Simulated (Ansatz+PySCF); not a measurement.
singlet AgCl: levels of theory in one basis

```yaml
atoms:
  - { symbol: Ag, position_ang: [0.0000, 0.0000, -0.6601] }
  - { symbol: Cl, position_ang: [0.0000, 0.0000, 1.8250] }
```

Basis set: def2-SVP (spherical functions, with the set's core potentials past Kr). Frozen core: 5 orbitals. Charge 0, multiplicity 1.

Computed with Ansatz (development build ahead of 0.2.0); each method stands on the lowest determinant of its kind that the runs found.

```tsv
method	E − E(RHF) (eV)	<S²> of the determinant
RHF	0.00	0.00
RHF-MP2	-12.29	–
RHF-CCSD	-12.30	–
```

Question: What does RHF-CCSD(T) give on the same scale?

Answer: -12.61 eV.

Question: Is a single determinant a sound starting point here?

Answer: By this sign, yes. Unrestricted orbitals gain 0.00 eV and <S²> is 0.00 against 0.00 for a pure state.
